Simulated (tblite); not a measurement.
Compound: C5H6Cl2O.
Bonds: Cl1–C2, C2–Cl3, C2–C4, C4–C5 (double), C5–C6, C6–O7, O7–C8, C4–C8. Hydrogens: H9 on C2; H10 on C5; H11, H12 on C6; H13, H14 on C8.

Computed with GFN2-xTB (tblite), gas phase: nudged elastic band of 9 images (0 to 8), spring 0.2 eV/Å², climbing image at the end, force threshold 0.05 eV/Å. No saddle search or frequency run followed, so the top image need not be a first-order saddle, and its height can exceed the method's true barrier by a kcal/mol or more.

The band describes a rotation about C2–C4 (CHCl2 carbon, fully substituted alkene carbon), followed by the dihedral Cl3–C2–C4–C8, from the optimised start (60°) to a second optimised geometry at -168°.

Q: Give the energy profile along the converged band.

A: 
```
image  dihedral (°)  E (eV)  C2–C4 (Å)  Cl3···C8 (Å)  largest true force (eV/Å)
    0            60   0.000      1.477          3.29                       0.01
    1            76   0.012      1.478          3.44                       0.03
    2            93   0.040      1.481          3.62                       0.03
    3           109   0.068      1.485          3.79                       0.03
    4           127   0.081      1.487          3.94                       0.02
    5           144   0.075      1.486          4.05                       0.03
    6           160   0.057      1.484          4.11                       0.04
    7           177   0.038      1.482          4.14                       0.05
    8          -168   0.024      1.480          4.13                       0.01
```

Barriers of this band. The top is image 4 at 127°: 0.081 eV forward and 0.057 eV back; the end lies 0.024 eV above the start. The central bond is 0.010 Å longer at the top than at the start.

Q: What rate follows at 250 K for crossing this barrier forward?

A: Taking the electronic barrier for the free energy of activation (no zero-point or entropy terms, transmission 1), rate = (kT/h)·exp(−ΔE/kT) ≈ 1 × 10^11 s⁻¹, whose inverse is 8 × 10^-12 s. An error of 1 kcal/mol in the barrier changes this by a factor of 7, and the method and the loose band can each miss by that much or more. The barrier is only 3.7 kT, where transition-state theory is rough.

Q: How would the two end points share their population at 250 K, from these energies alone?

A: exp(−ΔE/kT) with ΔE = 0.024 eV gives 0.33 for the higher one (end) against 1 for the lower, without vibrational, rotational or degeneracy terms. GFN2-xTB can put conformers this close in the wrong order.

What follows is the cost of the whole band run. Hardware: one thread, Arm Neoverse V1 (aarch64), no GPU, shared host with 32 logical CPUs at a one-minute load of 14. Cost: 3.3 s wall, 0.18 GiB resident at most.
